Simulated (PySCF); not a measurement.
## Radial density of Ge²⁺ (germanium, charge +2)

UHF, [Ar] 3d10 4s2, closed-shell 1S. Calculation: PySCF 2.14, in def2-TZVP; the non-relativistic Hamiltonian (point nucleus).

| r (bohr) | 4πr²ρ (e/bohr) |
| --- | --- |
| 0.000663 | 0.1190 |
| 0.00112 | 0.3280 |
| 0.00188 | 0.8820 |
| 0.00316 | 2.302 |
| 0.00531 | 5.671 |
| 0.00893 | 12.74 |
| 0.0150 | 24.48 |
| 0.0253 | 36.45 |
| 0.0425 | 37.45 |
| 0.0715 | 31.39 |
| 0.120 | 42.04 |
| 0.202 | 38.55 |
| 0.340 | 22.77 |
| 0.572 | 28.28 |
| 0.963 | 10.75 |
| 1.62 | 2.210 |
| 2.72 | 0.5466 |
| 4.58 | 0.02121 |
| 7.71 | 3.207e-05 |
